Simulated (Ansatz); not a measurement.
`FC(F)(Cl)C[SiH3]` and `FC(F)(F)Cl` differ in one atom or group.

Ansatz, PBE0-D4/def2-TZVP geometries, multiplicity 1. Each molecule was computed in one conformer, which needn't be the lowest.

```json
{"property": "LUMO energy (PBE/def2-TZVPP) / eV", "`FC(F)(Cl)C[SiH3]`": "-0.89"}
{"property": "LUMO energy (B3LYP/def2-TZVPP) / eV", "`FC(F)(Cl)C[SiH3]`": "-0.08"}
{"property": "LUMO energy (ωB97M-V/def2-TZVPP) / eV", "`FC(F)(Cl)C[SiH3]`": "1.97"}
{"property": "HOMO energy (PBE0/def2-TZVPP) / eV", "`FC(F)(Cl)C[SiH3]`": "-9.03"}
{"property": "HOMO energy (PBE/def2-TZVPP) / eV", "`FC(F)(Cl)C[SiH3]`": "-7.62"}
{"property": "HOMO–LUMO gap (PBE0/def2-TZVPP) / eV", "`FC(F)(Cl)C[SiH3]`": "9.23"}
```

Problem. What does the change do to each property? (An estimate is asked.)

Solution. The calculation gave: 
```csv
property,`FC(F)(F)Cl`,shift
LUMO energy (PBE/def2-TZVPP) / eV,-1.06,-0.17
LUMO energy (B3LYP/def2-TZVPP) / eV,-0.26,-0.18
LUMO energy (ωB97M-V/def2-TZVPP) / eV,2.44,0.47
HOMO energy (PBE0/def2-TZVPP) / eV,-10.05,-1.02
HOMO energy (PBE/def2-TZVPP) / eV,-8.45,-0.83
HOMO–LUMO gap (PBE0/def2-TZVPP) / eV,10.15,0.92
```

With PBE0 the HOMO falls by 1.02 eV and the LUMO falls by 0.10 eV, so the gap widens by about 0.92 eV. PBE moves the HOMO by -0.83 eV and ωB97M-V by -1.11 eV.

B3LYP here is the variant with VWN-RPA as its local correlation; programs differ in this.
